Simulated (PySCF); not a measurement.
A PySCF script (with the pyscf-properties extension) for the NMR shieldings of SMILES CO/C=C/[Si@@H]1OCCS1, C$_{5}$H$_{10}$O$_{2}$SSi, on a GFN2-xTB geometry:

```python
import basis_set_exchange as bse
import numpy as np
from pyscf import gto, dft
from pyscf.prop import nmr

atoms = """
C    -3.678795   -0.004693    0.474568
O    -2.565034   -0.599043    1.102609
C    -1.383399   -0.560115    0.461942
C    -1.091882   -0.032208   -0.727195
Si    0.609106   -0.075345   -1.474981
O     1.573155   -1.018724   -0.557212
C     2.851401   -0.535192   -0.260286
C     2.799406    0.961622    0.004309
S     1.772283    1.738718   -1.286567
H    -4.515215   -0.135466    1.158573
H    -3.510759    1.062107    0.299466
H    -3.902599   -0.494641   -0.477795
H    -0.627297   -1.050041    1.060568
H    -1.863012    0.441970   -1.313755
H     0.665098   -0.461409   -2.879683
H     3.521424   -0.740877   -1.103184
H     3.216213   -1.070796    0.621459
H     2.332121    1.170916    0.966456
H     3.787981    1.412468   -0.031259
"""
names = dict.fromkeys(["C", "O", "Si", "S", "H"], "pcSseg-1")
basis = {el: gto.basis.parse(bse.get_basis(n, elements=[el], fmt="nwchem")) for el, n in names.items()}
mol = gto.M(atom=atoms, basis=basis, charge=0, verbose=0)
mf = dft.RKS(mol, xc="PBE0")
mf.grids.level = 2
mf.grids.alignment = dft.numint.BLKSIZE   # the property module wants whole blocks of grid points
mf.conv_tol = 1e-9
mf.kernel()

calc = nmr.RKS(mf)   # GIAO
C = mf.mo_coeff
Co = C[:, mf.mo_occ > 0]
resp = mf.gen_response(singlet=True, hermi=2)
def vind(x):   # induced exchange potential for any number of trial vectors
    d = np.einsum("pi,xij,qj->xpq", C, 2 * x.reshape(-1, C.shape[1], Co.shape[1]), Co, optimize=True)
    return np.einsum("xpq,pi,qj->xij", resp(d - d.transpose(0, 2, 1)), C, Co, optimize=True).ravel()
mo1, _ = nmr.rhf.solve_mo1(calc, with_cphf=vind)
sigma = calc.kernel(mo1)
for i, s in enumerate(sigma):   # ppm
    w = np.linalg.eigvalsh((s + s.T) / 2)
    print("%2d %-2s iso %8.1f  s11 %8.1f  s22 %8.1f  s33 %8.1f" % (i, mol.atom_pure_symbol(i), w.mean(), *w))
```

**Question.** What does it print?

**Answer.** 
```
 0 C  iso    131.9  s11    101.2  s22    116.1  s33    178.5
 1 O  iso    194.8  s11     47.6  s22    218.6  s33    318.3
 2 C  iso     18.9  s11    -90.5  s22     42.4  s33    104.7
 3 C  iso     94.9  s11     16.1  s22     93.9  s33    174.8
 4 Si iso    339.2  s11    294.7  s22    336.8  s33    386.3
 5 O  iso    292.7  s11    240.2  s22    276.6  s33    361.3
 6 C  iso    116.4  s11     80.5  s22    115.3  s33    153.5
 7 C  iso    150.7  s11    120.9  s22    162.6  s33    168.8
 8 S  iso    642.0  s11    542.4  s22    587.6  s33    796.0
 9 H  iso     27.6  s11     23.5  s22     26.1  s33     33.2
10 H  iso     28.2  s11     24.8  s22     26.4  s33     33.3
11 H  iso     28.2  s11     25.0  s22     26.1  s33     33.5
12 H  iso     24.8  s11     20.0  s22     24.1  s33     30.4
13 H  iso     27.7  s11     25.1  s22     27.6  s33     30.4
14 H  iso     25.9  s11     21.8  s22     23.6  s33     32.5
15 H  iso     28.0  s11     22.4  s22     26.1  s33     35.6
16 H  iso     27.3  s11     22.1  s22     26.2  s33     33.6
17 H  iso     28.7  s11     23.2  s22     26.2  s33     36.6
18 H  iso     29.0  s11     23.2  s22     26.5  s33     37.4
```

These numbers come from an equivalent density-fitted implementation of the same equations, which agrees with the script to about 0.01 ppm for H and up to a few tenths of a ppm for heavy atoms, so last digits may differ.

**Question.** Turn these shieldings into chemical shifts. Shifts are taken against calculated references (same method and geometry level): 13C (σ = 186.93 ppm) and 29Si (σ = 349.16 ppm) and 1H (σ = 31.72 ppm) against TMS; H2O for 17O (σ = 336.08 ppm); 33S (σ = 503.73 ppm) vs CS2.

**Answer.** Averaging equivalent atoms: C 2: 168.0; C 3: 92.0; C 6: 70.5; C 0: 55.0; C 7: 36.2; O 1: 141.2; O 5: 43.4; Si 4: 9.9; S 8: -138; H 12: 6.88; H 14: 5.78; H 16: 4.42; H 13: 4.02; H 9/10/11: 3.72; H 15: 3.69; H 17: 3.05; H 18: 2.70 ppm. Experimental scales use liquid or dissolved standards, which lie at an offset from isolated H2O (liquid H2O: subtract about 36 ppm).

Size and cost of the density-fitted run: 217 basis functions, 78 s wall time on 1 thread of an Arm Neoverse N1, shared host; peak memory 0.89 GiB.
